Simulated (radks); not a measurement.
Question: All-electron atom: Tb2+ in [Xe] 4f9. Calculated with a radial shooting solver on a logarithmic mesh with Libxc functionals: scalar-relativistic Kohn-Sham, PBE, spin-unpolarised, spherical densities, finite nucleus; Fermi nuclear charge, rms radius 5.06 fm. Some entries of the table are withheld. Estimate them.

orbital  occ.  eigenvalue (hartree)  <r^2> (bohr^2)
1s          2             -1906.030       0.0006317
2s          2             -316.3928        0.009889
2p          6                   (1)        0.007987
3s          2             -70.56587         0.06546
3p          6             -59.71723             (2)
3d         10             -45.57696         0.05507
4s          2                   (3)          0.3310
4p          6             -10.80907          0.3744
4d         10                   (4)          0.4520
5s          2              -2.25680           1.977
5p          6              -1.42192             (5)
4f          9              -0.61830           1.085

Answer: 
(1) 2p eigenvalue (hartree): -281.2242
(2) 3p <r^2> (bohr^2): 0.06569
(3) 4s eigenvalue (hartree): -14.38051
(4) 4d eigenvalue (hartree): -5.90560
(5) 5p <r^2> (bohr^2): 2.767
